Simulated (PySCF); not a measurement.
Nb⁺ (niobium, charge +1) across methods

[Kr] 4d3 5s1, high-spin 5F determinant (an excited configuration). All numbers are calculated (PySCF 2.14, the spin-free X2C one-electron Hamiltonian (Gaussian nucleus), in x2c-TZVPPall (8s6p6d2f1g, 79 functions)).

```json
{"method": "M06", "E (hartree)": "-3819.06", "mean ε 4p β (eV)": "-45.090", "mean ε 4d α (eV)": "-13.475", "mean ε 5s α (eV)": "-11.424", "Σ⟨r²⟩ (bohr²)": "44.23", "⟨S²⟩": "6.001"}
{"method": "BLYP", "E (hartree)": "-3819.19", "mean ε 4p β (eV)": "-42.413", "mean ε 4d α (eV)": "-12.207", "mean ε 5s α (eV)": "-10.944", "Σ⟨r²⟩ (bohr²)": "44.22", "⟨S²⟩": "6.001"}
{"method": "PBE0", "E (hartree)": "-3818.76", "mean ε 4p β (eV)": "-44.757", "mean ε 4d α (eV)": "-13.906", "mean ε 5s α (eV)": "-11.721", "Σ⟨r²⟩ (bohr²)": "43.99", "⟨S²⟩": "6.002"}
{"method": "PBE", "E (hartree)": "-3818.68", "mean ε 4p β (eV)": "-42.518", "mean ε 4d α (eV)": "-12.505", "mean ε 5s α (eV)": "-11.106", "Σ⟨r²⟩ (bohr²)": "44.11", "⟨S²⟩": "6.001"}
{"method": "LDA", "E (hartree)": "-3814.46", "mean ε 4p β (eV)": "-42.787", "mean ε 4d α (eV)": "-12.483", "mean ε 5s α (eV)": "-11.370", "Σ⟨r²⟩ (bohr²)": "44.07", "⟨S²⟩": "6.000"}
{"method": "wB97M-V", "E (hartree)": "-3818.78", "mean ε 4p β (eV)": "-47.421", "mean ε 4d α (eV)": "-16.097", "mean ε 5s α (eV)": "-13.447", "Σ⟨r²⟩ (bohr²)": "44.29", "⟨S²⟩": "6.001"}
{"method": "UHF", "E (hartree)": "-3817.01310", "mean ε 4p β (eV)": "-50.222", "mean ε 4d α (eV)": "-17.503", "mean ε 5s α (eV)": "-13.182", "Σ⟨r²⟩ (bohr²)": "44.51", "⟨S²⟩": "6.006"}
{"method": "r2SCAN", "E (hartree)": "-3819.08", "mean ε 4p β (eV)": "-43.263", "mean ε 4d α (eV)": "-12.915", "mean ε 5s α (eV)": "-11.296", "Σ⟨r²⟩ (bohr²)": "43.93", "⟨S²⟩": "6.002"}
```

Task: Estimate the same row for wB97X.

Result: E (hartree) = -3819.14; mean ε 4p β (eV) = -47.226; mean ε 4d α (eV) = -16.017; mean ε 5s α (eV) = -13.167; Σ⟨r²⟩ (bohr²) = 44.03; ⟨S²⟩ = 6.001.
